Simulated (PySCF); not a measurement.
# Low-lying terms of B+ (boron, charge +1)

Ground state [He] 2s2, ¹S. Computed with PySCF 2.14 in aug-cc-pCVTZ-DK with one added diffuse shell each of s, p, d, f type (8s7p5d3f, 75 functions), with the spin-free X2C one-electron Hamiltonian (Gaussian nucleus). Vertical excitation energies in eV without spin-orbit coupling; excited terms of each kind are numbered among those the solver found. Frozen: nothing.

```json
{"term": "1 3P°", "leading excitation": "2s → p", "EOM-EE-CCSD": "4.642", "measured centre of gravity (NIST)": "4.631 (2s2p)"}
{"term": "1 1P°", "leading excitation": "2s → p", "EOM-EE-CCSD": "9.178", "measured centre of gravity (NIST)": "9.100 (2s2p)"}
{"term": "1 3S", "leading excitation": "2s → s", "EOM-EE-CCSD": "16.080", "measured centre of gravity (NIST)": "16.090 (2s3s)"}
{"term": "2 3P°", "leading excitation": "2s → p", "EOM-EE-CCSD": "17.894", "measured centre of gravity (NIST)": "n/a"}
{"term": "2 1P°", "leading excitation": "2s → p", "EOM-EE-CCSD": "17.922", "measured centre of gravity (NIST)": "n/a"}
{"term": "1 3D", "leading excitation": "2s → d", "EOM-EE-CCSD": "18.663", "measured centre of gravity (NIST)": "n/a"}
{"term": "1 1D", "leading excitation": "2s → d", "EOM-EE-CCSD": "19.189", "measured centre of gravity (NIST)": "n/a"}
```

Only the lower part of the computed list is shown. Doubly excited terms such as np² are absent. The solver can miss terms. Rydberg members are limited by the diffuse functions of the basis.
